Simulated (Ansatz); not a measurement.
Consider the ligand exchange at a Ge–C bond: `[F][Ge]([F])([F])[c]1ccccc1` + HCl → `[F][Ge]([F])([F])[Cl]` + `c1ccccc1`.

Program: Ansatz. Geometries: PBE0-D4/def2-TZVP. ΔE: electronic, gas phase. CCSD(T)/CBS is the MP2 limit (def2-TZVPP, def2-QZVPP) plus CCSD(T) − MP2 in def2-TZVPP, frozen cores. This one scheme is used for every species. For Ge outer-core shells are correlated without core-valence functions, which leaves a few kJ/mol of doubt a bond. Scalar relativity is left out up to krypton. One conformer a species, not always the lowest.

| species | CCSD(T)/CBS(def2) energy (Eh) |
| --- | --- |
| `[F][Ge]([F])([F])[c]1ccccc1` | -2606.94711 |
| HCl | -460.38127 |
| `[F][Ge]([F])([F])[Cl]` | -2835.42086 |
| `c1ccccc1` | -231.92526 |

(1) Work out ΔE.

Largest T1 diagnostic among the species: 0.012.

Results:

(1) ΔE = (-2835.42086) + (-231.92526) − (-2606.94711) − (-460.38127) = -0.01774 Eh = -46.6 kJ/mol.

The D4 term adds +9.2 kJ/mol with B3LYP and +5.7 kJ/mol with PBE0; it sums over pairs of atoms, weighted by their polarisabilities, and B3LYP, whose exchange is more repulsive, gets the larger term. From BLYP to BHLYP (50 % exact exchange), in def2-TZVPP and without D4, ΔE moves by −4.5 kJ/mol. In def2-TZVPP, CCSD(T) changes the Hartree–Fock value by +24.6 kJ/mol (the triples alone add +2.6 kJ/mol) and MP2 by +24.7 kJ/mol.

B3LYP here is the variant with VWN-RPA as its local correlation; programs differ in this.
